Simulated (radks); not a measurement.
Results of a calculation; reference values are marked as such.
Cl IV, configuration [Ne] 3s2 3p2. Level of theory: scalar-relativistic Kohn-Sham, PBE, spin-polarised, spherical densities, point nucleus; open shells are filled with parallel spins first (a radial shooting solver on a logarithmic mesh with Libxc functionals).

Unscreened Slater integrals over Kohn-Sham orbitals (eV). They are taken over the spin-up orbitals.

| integral | value |
|---|---|
| F0(3p,3p) | 16.246 |
| F2(3p,3p) | 8.3226 |
| F0(3p,3s) | 16.872 |
| G1(3p,3s) | 11.328 |
| F0(3p,2p) | 21.920 |
| F2(3p,2p) | 4.0836 |
| G0(3p,2p) | 1.6685 |
| G2(3p,2p) | 1.6821 |
| F0(3p,2s) | 21.617 |
| G1(3p,2s) | 1.2835 |
| F0(3s,3s) | 17.585 |
| F0(3s,2p) | 23.232 |
| G1(3s,2p) | 1.8634 |
| F0(3s,2s) | 22.992 |
| G0(3s,2s) | 1.4893 |
| F0(2p,2p) | 61.521 |
| F2(2p,2p) | 28.556 |
| F0(2p,2s) | 57.964 |
| G1(2p,2s) | 34.231 |
| F0(2s,2s) | 55.616 |

Derived for the open shells (J is the average intra-shell exchange parameter used in DFT+U). 3p: J = F2/5 = 1.665 eV; in LS coupling 1D lies 6 F2/25 = 1.997 eV above 3P.
